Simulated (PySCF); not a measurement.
A calculated (B3LYP, PySCF 2.14, 6-31G*, the non-relativistic Hamiltonian (point nucleus)) atom or ion has these occupied shells.

```json
{"shell": "1s α", "electrons": "1", "orbital energy (eV)": "-185.97", "rms radius, mean of both spins (bohr)": "0.382"}
{"shell": "1s β", "electrons": "1", "orbital energy (eV)": "-185.73", "rms radius, mean of both spins (bohr)": "0.382"}
{"shell": "2s α", "electrons": "1", "orbital energy (eV)": "-10.367", "rms radius, mean of both spins (bohr)": "2.10"}
{"shell": "2s β", "electrons": "1", "orbital energy (eV)": "-9.159", "rms radius, mean of both spins (bohr)": "2.10"}
{"shell": "2p α", "electrons": "1", "orbital energy (eV)": "-4.676", "rms radius, mean of both spins (bohr)": "2.27"}
```

Problem. Name the element and its charge.

Solution. B (boron, neutral), in [He] 2s2 2p1, 2P determinant.
